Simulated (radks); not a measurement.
The numbers below are computed, except where a source is named.
The nuclear charge of neutral rhenium is varied continuously with 75 electrons held in [Xe] 4f14 5d5 6s2. Code: a radial shooting solver on a logarithmic mesh with Libxc functionals. Model: scalar-relativistic Kohn-Sham, LDA (Slater exchange, Perdew-Wang correlation), spin-unpolarised, spherical densities, point nucleus. By the Hellmann-Feynman theorem dE/dZ = E(electron-nucleus)/Z, the electronic potential at the nucleus. The scalar-relativistic energy here is not variational (the density holds large components alone), so the two differ by a part that grows with Z.

| Z | E (hartree) | E(electron-nucleus)/Z (hartree) | HOMO | e(HOMO) (eV) | <r> HOMO (bohr) |
|---|---|---|---|---|---|
| 74.8 | -16571.7872 | -548.518 | 5d | -3.742 | 1.994 |
| 75 | -16682.6027 | -550.777 | 5d | -5.571 | 1.930 |
| 75.2 | -16793.8792 | -553.037 | 5d | -7.525 | 1.874 |
| 75.4 | -16905.6170 | -555.298 | 6s | -9.253 | 2.893 |
| 75.6 | -17017.8164 | -557.560 | 6s | -10.918 | 2.822 |
| 75.8 | -17130.4778 | -559.823 | 6s | -12.655 | 2.755 |
| 76 | -17243.6015 | -562.088 | 6s | -14.459 | 2.694 |

The central difference of E at Z = 75 is -555.230 hartree, to compare with the third column; the second derivative is -11.5 hartree.
